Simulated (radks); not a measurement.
Trend from Lu+ to Hg+: ionisation energy by Delta-SCF between NIST ground configurations, and size. Calculated with a radial shooting solver on a logarithmic mesh with Libxc functionals: Dirac Kohn-Sham, LDA (Slater exchange, Perdew-Wang correlation), spin-unpolarised, spherical densities, point nucleus; open shells fill j = l - 1/2 first.

species       configuration  configuration of the ion  IE (eV)  NIST (eV)       kind   -e(HOMO) (eV)
Lu+           [Xe] 4f14 6s2             [Xe] 4f14 6s1   14.563      14.13  semi-emp.  11.282 (6s1/2)
Hf+       [Xe] 4f14 5d1 6s2             [Xe] 4f14 5d2   15.601      14.61     theory  11.216 (5d3/2)
Ta+       [Xe] 4f14 5d3 6s1             [Xe] 4f14 5d3   15.188       16.2  semi-emp.  10.932 (5d3/2)
W+        [Xe] 4f14 5d4 6s1             [Xe] 4f14 5d4   15.878       16.4  semi-emp.  12.178 (5d3/2)
Re+       [Xe] 4f14 5d5 6s1             [Xe] 4f14 5d5   16.561       16.6  semi-emp.  12.604 (5d5/2)
Os+       [Xe] 4f14 5d6 6s1             [Xe] 4f14 5d6   17.192         17  semi-emp.  13.389 (6s1/2)
Ir+       [Xe] 4f14 5d7 6s1             [Xe] 4f14 5d7   17.783       17.0  semi-emp.  13.853 (6s1/2)
Pt+           [Xe] 4f14 5d9             [Xe] 4f14 5d8   19.617       18.6       exp.  14.014 (5d5/2)
Au+          [Xe] 4f14 5d10             [Xe] 4f14 5d9   20.836      20.20       exp.  15.018 (5d5/2)
Hg+      [Xe] 4f14 5d10 6s1            [Xe] 4f14 5d10   19.397     18.757       exp.  15.109 (6s1/2)

Reference values: NIST Atomic Spectra Database (exp. = measured, semi-emp. = semi-empirical, theory = theoretical value adopted there). Spin polarisation and multiplet splitting are left out, so open shells lie too high by an amount that depends on their filling.

Beside tabulated values, note that spin-unpolarised runs miss the spin-polarisation part of the exchange energy of open shells.
